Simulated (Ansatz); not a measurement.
Match the barriers

Saddle point of ZnH4SO, closed shell (ZnH₂O ([OH][ZnH]) + H₂S → ZnH₂SO ([OH][Zn][SH]) + H₂; bonds formed: Zn1–S5, H2–H4; bonds broken: Zn1–H2, H4–S5), PBE0-D4/def2-TZVP structure:

| atom | x (Å) | y (Å) | z (Å) |
| --- | --- | --- | --- |
| Zn1 | 0.1764 | -0.4498 | 0.3905 |
| H2 | 0.2690 | 0.8221 | 1.5261 |
| O3 | 0.7381 | -2.1234 | 0.1169 |
| H4 | -0.3592 | 1.2424 | 0.7323 |
| S5 | -1.1645 | 1.2620 | -0.7331 |
| H6 | 0.4043 | -2.5020 | -0.6993 |
| H7 | -0.0642 | 1.7486 | -1.3333 |

Ansatz 0.2.0; basis: def2-TZVPP, with def2-QZVPP for the basis limit; cores frozen in the correlated methods. The 3s and 3p shells of Cu and Zn are frozen; filled d shells are correlated. Extrapolation: Hartree–Fock as exp(−7.88 √X), correlation as X^−2.97. Four methods, as single points on the PBE0-D4 structures, gave these electronic barriers from the start structure: 59.3, 82.6, 101.6, 142.6 kJ/mol.

Q: The methods were, in alphabetical order, HF, MP2, r2SCAN-D4, SPW92. Which gave which? (Judge from chemistry; the calculation decides.)

A: Computed: SPW92 59.3; r2SCAN-D4 82.6; MP2 101.6; HF 142.6 kJ/mol. For comparison, CCSD(T) at an estimated basis limit (MP2 extrapolated from triple and quadruple zeta, plus CCSD(T) − MP2 in triple zeta) gives 98.7 kJ/mol.

T1 diagnostic: at most 0.017.

Exchanges of this kind with a chalcogen hydride build sulfide and selenide films.

Labels in which every atom is bracketed show which atoms are joined, not bond orders.

For scale, one of the runs: CCSD(T)/def2-TZVPP, 193 basis functions, launched by `ansatz run in.yaml --threads 4 --pin off --events-out ev --progress --plain --max-ram 9574MiB`. Hardware: 4 CPU threads of an Arm Neoverse V1, shared host. Wall time 48 s; peak host memory 2.1 GiB.
